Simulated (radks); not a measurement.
Species: the lead ion Pb24+. Configuration: [Kr] 4d10 4f12.

Method: scalar-relativistic Kohn-Sham, r2SCAN, spin-polarised, spherical densities, finite nucleus; open shells are filled with parallel spins first (spin-orbit coupling, left out, can overturn this in heavy ions); meta-GGA in the generalised Kohn-Sham scheme; Fermi nuclear charge, rms radius 5.5012 fm; computed with a radial shooting solver on a logarithmic mesh with Libxc functionals.

Energy parts (hartree):
| part | energy |
|---|---|
| total | -20633.5319 |
| kinetic | 23332.4701 |
| electron-nucleus | -50080.1544 |
| Hartree | 6476.2959 |
| exchange-correlation | -362.1435 |

Orbitals (lengths in bohr, moments of r in powers of bohr; r(90%) holds 90 % of the orbital's charge):
[
 {"orbital": "1s down", "occ.": "1", "eigenvalue (hartree)": "-3265.310", "r(90%)": "0.0294"},
 {"orbital": "1s up", "occ.": "1", "eigenvalue (hartree)": "-3265.310", "r(90%)": "0.0294"},
 {"orbital": "2s up", "occ.": "1", "eigenvalue (hartree)": "-605.1188", "r(90%)": "0.105"},
 {"orbital": "2s down", "occ.": "1", "eigenvalue (hartree)": "-605.1175", "r(90%)": "0.105"},
 {"orbital": "2p up", "occ.": "3", "eigenvalue (hartree)": "-522.5881", "r(90%)": "0.100"},
 {"orbital": "2p down", "occ.": "3", "eigenvalue (hartree)": "-522.5867", "r(90%)": "0.100"},
 {"orbital": "3s up", "occ.": "1", "eigenvalue (hartree)": "-163.8210", "r(90%)": "0.256"},
 {"orbital": "3s down", "occ.": "1", "eigenvalue (hartree)": "-163.7235", "r(90%)": "0.255"},
 {"orbital": "3p up", "occ.": "3", "eigenvalue (hartree)": "-140.0381", "r(90%)": "0.263"},
 {"orbital": "3p down", "occ.": "3", "eigenvalue (hartree)": "-139.9386", "r(90%)": "0.263"},
 {"orbital": "3d up", "occ.": "5", "eigenvalue (hartree)": "-115.7390", "r(90%)": "0.247"},
 {"orbital": "3d down", "occ.": "5", "eigenvalue (hartree)": "-115.6637", "r(90%)": "0.247"},
 {"orbital": "4s up", "occ.": "1", "eigenvalue (hartree)": "-55.01694", "r(90%)": "0.542"},
 {"orbital": "4s down", "occ.": "1", "eigenvalue (hartree)": "-54.87115", "r(90%)": "0.542"},
 {"orbital": "4p up", "occ.": "3", "eigenvalue (hartree)": "-47.05776", "r(90%)": "0.579"},
 {"orbital": "4p down", "occ.": "3", "eigenvalue (hartree)": "-46.91969", "r(90%)": "0.580"},
 {"orbital": "4d up", "occ.": "5", "eigenvalue (hartree)": "-37.82224", "r(90%)": "0.614"},
 {"orbital": "4d down", "occ.": "5", "eigenvalue (hartree)": "-37.68406", "r(90%)": "0.615"},
 {"orbital": "4f up", "occ.": "7", "eigenvalue (hartree)": "-27.68827", "r(90%)": "0.641"},
 {"orbital": "4f down", "occ.": "5", "eigenvalue (hartree)": "-27.53565", "r(90%)": "0.643"}
]

The highest occupied level is 4f down at -749.28 eV. Spin moment in Bohr magnetons: 2. For comparison, the ionisation energy in NIST's Atomic Spectra Database is 750 eV (theoretical). In exact Kohn-Sham theory the highest level is minus the ionisation energy, but local and semilocal functionals leave it too shallow, through self-interaction and a potential that decays too fast; potentials with the right tail come closer. Summed over all electrons, <r^2> = 6.453 bohr^2, which gives a Langevin (diamagnetic) susceptibility term of -5.11 x 10^-6 cm^3/mol. The electron density at the nucleus is 2.951e+06 e/bohr^3 (large components only). The spin density at the nucleus is -14.30 e/bohr^3 (1s 0.05, 2s -2.21, 3s -39.17, 4s 27.02).
